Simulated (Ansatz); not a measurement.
Energy needed to pull apart CH₄In (SMILES [CH2][InH2]), doublet, into free ground-state atoms, from the structure below (displaced at random from a GFN2-xTB minimum); no zero-point or spin–orbit terms; open-shell atoms are treated unrestricted, in their ground-state multiplicity.

```xyz
6
angstrom
C -0.1106 -1.0968 0.0351
In 0.1009 0.9240 0.0715
H -0.2133 -1.7482 0.9133
H 0.0025 -1.6884 -1.0131
H 0.3643 1.8201 -1.3673
H -0.1030 1.8943 1.5144
```

Program: Ansatz 0.2.0. Basis: def2-TZVPP. Cores are frozen in the correlated methods; orbitals are unrestricted. Filled d shells of the heavier atoms are correlated. Core potentials replace the inner electrons of the atoms past krypton. The def2 sets are not built for correlating such inner shells, so the correlated values are less sure here.

| method | atomization energy (kcal/mol) |
| --- | --- |
| SPW92 | 409.4 |
| PBE-D4 | 362.3 |
| revPBE-D4 | 354.6 |
| r2SCAN-D4 | 365.5 |
| PBE0-D4 | 360.8 |
| wB97M-V | 363.3 |
| HF | 267.9 |
| MP2 | ? |
| CCSD | ? |
| CCSD(T) | 355.9 |

(1) What does CCSD give? (To be estimated.)

(2) What does MP2 give? (An estimate is asked for; the value comes from the calculation.)

No T1 diagnostic of these runs exceeds 0.015. ⟨S²⟩ of the unrestricted Hartree–Fock references: 0.76 (a pure state has 0.75).

Results:

(1) By the calculation: 352.4 kcal/mol, which is about 3.5 kcal/mol less than CCSD(T)/def2-TZVPP.

(2) The calculation gives: 349.1 kcal/mol, which is about 6.8 kcal/mol less than CCSD(T)/def2-TZVPP.

In triple zeta the MP2 and coupled-cluster atomization energies are still short of their basis limit by a few kcal/mol a bond, whereas those of the functionals are nearly converged, so these differences are not deviations from converged CCSD(T).

For scale, one of the runs: CCSD(T)/def2-TZVPP forces, 137 basis functions (an equivalent command: `ansatz run in.yaml --threads 4`). Time: 4.5 min of wall clock on 4 CPU threads; the host was shared. Peak host memory: 3.5 GiB.
